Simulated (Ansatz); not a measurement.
Frontier orbitals of CH4BClFN (`NB(Cl)CF`).

Z-matrix (Å, degrees):
```
C
F 1 1.383
B 1 1.582 2 113.4
H 1 1.097 2 107.8 3 123.9
H 1 1.099 2 107.8 3 -121.1
Cl 3 1.765 1 120.0 2 -24.0
N 3 1.388 1 120.9 2 158.3
H 7 1.006 3 123.0 1 -4.0
H 7 1.006 3 122.6 1 175.6
```

Total charge 0; spin multiplicity 1. All single points use the PBE0-D4/def2-TZVP geometry. It is one conformer, not always the lowest. Basis def2-TZVPP, Ansatz.

| functional | HOMO (eV) | LUMO (eV) | gap (eV) |
| --- | --- | --- | --- |
| PBE | -7.05 | -0.82 | 6.23 |
| B97M-V | -7.46 | -0.41 | 7.05 |
| PBE0 | -8.48 | 0.17 | 8.65 |
| B3LYP | -8.22 | -0.06 | 8.16 |
| r2SCANh | -7.91 | -0.14 | 7.77 |
| BHLYP | -9.77 | 1.08 | 10.85 |
| ωB97X-V | -10.92 | 2.33 | 13.25 |
| ωB97M-V | -10.79 | 1.83 | 12.62 |
| HF | -11.84 | 2.88 | 14.72 |

Against PBE, PBE0 changes HOMO and LUMO by −1.43 and +1.00 eV, ωB97M-V by −3.74 and +2.65 eV. A gap of 6.23 eV thus becomes 12.62 eV for the same molecule, so an orbital gap means little without its functional. A positive LUMO is unbound and depends on the basis.

B3LYP here is the variant with VWN-RPA as its local correlation; programs differ in this.
